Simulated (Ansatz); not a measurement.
This geometry of C2H7AlOS (12 atoms, charge 0, multiplicity 1) is a first-order saddle point.

Computed with Ansatz, RKS PBE0-D4/def2-SVP.

```xyz
12
Properties=species:S:1:pos:R:3
Al -0.213 1.330 2.020
C -0.337 -0.029 0.590
O 0.764 0.056 -0.290
C 0.828 -0.928 -1.254
S -0.293 -0.659 -2.713
H 1.013 2.332 2.120
H -1.403 1.361 3.076
H -1.302 0.083 0.046
H -0.400 -1.044 1.043
H 1.852 -0.943 -1.654
H 0.590 -1.922 -0.829
H -1.021 0.309 -2.122
```

Task: Which two structures does it join? (They come from a converged band through this point; their orientation in space is the band's.)

Result: No bond is made or broken. The dihedral O3–C4–S5–H12 goes from 67 to -89°.

Image 0:

```xyz
12
Properties=species:S:1:pos:R:3
Al -0.387 1.173 2.146
C -0.374 -0.166 0.697
O 0.738 0.032 -0.154
C 0.793 -0.806 -1.249
S -0.515 -0.540 -2.507
H 0.623 2.400 2.153
H -1.468 0.995 3.303
H -1.321 -0.088 0.118
H -0.379 -1.201 1.105
H 1.776 -0.668 -1.721
H 0.677 -1.871 -0.969
H -0.087 0.684 -2.889
```

Image 6:

```xyz
12
Properties=species:S:1:pos:R:3
Al -0.226 1.307 2.108
C -0.303 0.034 0.601
O 0.845 0.161 -0.209
C 0.888 -0.677 -1.306
S -0.340 -0.331 -2.623
H 0.990 2.311 2.293
H -1.442 1.290 3.136
H -1.223 0.235 0.008
H -0.422 -1.012 0.966
H 1.866 -0.535 -1.786
H 0.783 -1.740 -1.018
H -1.338 -1.099 -2.137
```

Task: How far does it lie above each of them?

Result: 5.6 kcal/mol above the first and 4.4 kcal/mol above the second. This is the barrier of this one path; another mechanism may lie lower.

Run time: 100 s on 2 threads of Arm Neoverse V1, with other jobs on the host, peak memory 0.26 GiB.
